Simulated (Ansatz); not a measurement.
A nudged elastic band was laid between two geometries of a periodic cell of 17 atoms, Ag₁₆Br (surface Ag(110), adsorbate Br).

Method: Ansatz 0.2.0, DFT PBEsol, scalar-relativistic, plane waves, PAW. Settings: cutoff 420 eV, k mesh 2x3x1, gaussian smearing 0.1 eV, no spin polarisation.

```
movable images  : 5
climbing image  : yes
spring          : 5.0 eV/Å²
optimiser       : quadratic models (default)
start path      : straight line
force threshold : 0.05 eV/Å
iteration limit : 65
end points      : relaxed
atoms held      : 1 to 4
```

Initial state:

```xyz
17
Lattice="8.1800 0.0000 0.0000 0.0000 5.7841 0.0000 0.0000 0.0000 16.3381" Properties=species:S:1:pos:R:3
Ag 2.045 1.446 1.000
Ag 6.135 1.446 1.000
Ag 2.045 4.338 1.000
Ag 6.135 4.338 1.000
Ag 0.019 0.000 2.254
Ag 4.071 0.000 2.255
Ag 0.009 2.892 2.289
Ag 4.081 2.892 2.288
Ag 2.045 1.488 3.865
Ag 6.135 1.420 3.756
Ag 2.045 4.298 3.867
Ag 6.135 4.365 3.757
Ag 0.003 0.001 5.039
Ag 4.088 0.001 5.040
Ag -0.054 2.893 5.139
Ag 4.144 2.893 5.139
Br 6.135 2.852 6.885
```

Final state:

Only the atoms that move by more than 0.05 Å are listed.
```
Ag9 2.045 1.406 3.867
Ag10 6.135 1.472 3.757
Ag11 2.045 4.380 3.865
Ag12 6.135 4.312 3.756
Ag13 -0.054 0.001 5.139
Ag14 4.144 0.001 5.139
Ag15 0.003 2.893 5.039
Ag16 4.088 2.893 5.040
Br17 6.135 5.744 6.885
```

(1) Which bonds break or form, and what moves?

(2) What energy profile does the band end with?

(3) What is the geometry of the highest image?

The band took 4 iterations and of the order of 29 core-minutes.

Answers

(1) Contacts lost: Ag15–Br17, Ag16–Br17. Contacts made: Ag13–Br17, Ag14–Br17. The atom that moves furthest is Br17, by 2.89 Å; four of its nearest neighbours are Ag16 2.65, Ag15 2.65, Ag10 3.44, Ag12 3.47 Å at the first end and Ag14 2.65, Ag13 2.65, Ag12 3.44, Ag10 3.47 Å at the last.

(2) The run converged. The highest image is number 3 of 0 to 6, 0.006 eV above the ends, which have the same energy within 2 meV. The top lies less than 8 meV above the higher end, about what the thresholds resolve: the motion is nearly free. By the program's own check the climbing image is of a kind that is not told: the force calls were inconclusive, a negative curvature could not be distinguished from the path's own, the only one lies far off the path, or fixed occupations may fill a level only in part (lowest curvatures found: -0.03 and 0.04 eV/Å²). Limits of this set-up: coarse k mesh, thin slab, slab without dipole correction, odd electron count without spin.

```csv
image,path coordinate (Å),energy (eV),Ag15–Br17 (Å),Ag16–Br17 (Å),Ag13–Br17 (Å)
0,0.00,0.000,2.65,2.65,3.97
1,0.49,0.001,2.67,2.67,3.65
2,0.99,0.004,2.74,2.74,3.27
3,1.48,0.006,2.91,2.91,2.95
4,1.97,0.004,3.22,3.22,2.75
5,2.46,0.001,3.59,3.59,2.67
6,2.95,0.000,3.97,3.97,2.65
```

(3) 
```xyz
17
Lattice="8.1800 0.0000 0.0000 0.0000 5.7841 0.0000 0.0000 0.0000 16.3381" Properties=species:S:1:pos:R:3:forces:R:3
Ag 2.045 1.446 1.000 0.00 0.00 0.07
Ag 6.135 1.446 1.000 0.00 0.00 -0.04
Ag 2.045 4.338 1.000 0.00 0.00 0.06
Ag 6.135 4.338 1.000 0.00 0.00 -0.09
Ag 0.031 -0.003 2.281 0.00 0.00 0.00
Ag 4.059 -0.003 2.281 0.00 0.00 0.00
Ag 0.030 2.896 2.282 0.00 0.00 0.00
Ag 4.060 2.896 2.282 0.00 0.00 0.00
Ag 2.045 1.446 3.928 0.00 0.00 0.00
Ag 6.135 1.445 3.754 0.00 0.00 0.00
Ag 2.045 4.336 3.873 0.00 0.00 0.00
Ag 6.135 4.339 3.699 0.00 0.00 0.01
Ag -0.041 -0.001 5.103 0.00 0.00 0.00
Ag 4.131 -0.001 5.103 0.00 0.00 0.00
Ag -0.042 2.890 5.106 0.00 0.00 0.00
Ag 4.132 2.890 5.106 0.00 0.00 0.00
Br 6.135 4.307 6.678 0.00 0.00 -0.01
```

The run took 9.4 min on 4 threads of Intel(R) Xeon(R) 6975P-C (Granite Rapids), with other jobs on the host, peak memory 5.4 GiB.
